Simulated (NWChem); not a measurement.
Species: TiBr4; SMILES [Ti]([Br])([Br])([Br])[Br]

Not confirmed as a minimum by frequencies. B3LYP is NWChem's, with the RPA form of VWN correlation.

### Question
Give the equilibrium geometry at B3LYP/6-31G* (spherical d) (NWChem) as a list of bonds and angles, with the point group.

### Answer
point group Td; any orientation.
Bond lengths (Å): Ti1–Br2 2.331, Ti1–Br3 2.331, Ti1–Br4 2.331, Ti1–Br5 2.331. Bond angles (°): Br2–Ti1–Br3 109.5, Br2–Ti1–Br4 109.5, Br2–Ti1–Br5 109.5, Br3–Ti1–Br4 109.5, Br3–Ti1–Br5 109.5, Br4–Ti1–Br5 109.5.
